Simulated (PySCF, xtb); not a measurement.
C₂H₃Cl₂FSi, SMILES C(=C(\F)[SiH2]Cl)/Cl. Other conformers were not sampled.

Harmonic wavenumbers (cm⁻¹) from xtb 6.7.1 with GFN2-xTB at its own minimum, in rising order: 36, 93, 135, 234, 288, 368, 411, 499, 513, 579, 595, 702, 759, 805, 854, 1099, 1213, 1635, 2298, 2319, 3067.

**Question.** What does PBE-D3(BJ)/def2-SVP run with PySCF give at its own minimum? (Estimate from the structure and the level; the computed values follow.)

**Answer.** 19, 111, 154, 238, 298, 393, 434, 532, 566, 595, 690, 797, 830, 889, 904, 1128, 1218, 1606, 2198, 2212, 3132. Paired by order, the mean absolute difference is 45 cm⁻¹ and the zero-point energies are 26.4 and 27.1 kcal/mol.
